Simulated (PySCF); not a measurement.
Input for PySCF: R-B3LYP/LANL2DZ on CuB, 2S+1 = 1, a spin state set in the input, which need not be the lowest, a point of a bond scan (R = 2.016 Å).

```python
from pyscf import gto, scf, dft, mp
from pyscf.data.elements import chemcore

mol = gto.M(
    atom='''
    Cu    0.00000000    0.00000000    0.00000000
    B     0.00000000    0.00000000    2.01608000
    ''',
    basis='lanl2dz',
    ecp={'Cu': 'lanl2dz'},
    charge=0, spin=0, verbose=3, max_memory=1800)
mf = dft.RKS(mol, xc='b3lyp')
mf.conv_tol = 1e-8
mf.max_cycle = 100
mf.kernel()
if not mf.converged:
    mf = mf.newton().run(mf.mo_coeff, mf.mo_occ)
```

It printed:

```
converged SCF energy = -220.852004202039
```

Self-consistency was reached.

Cost: very roughly 0.9 core-seconds.
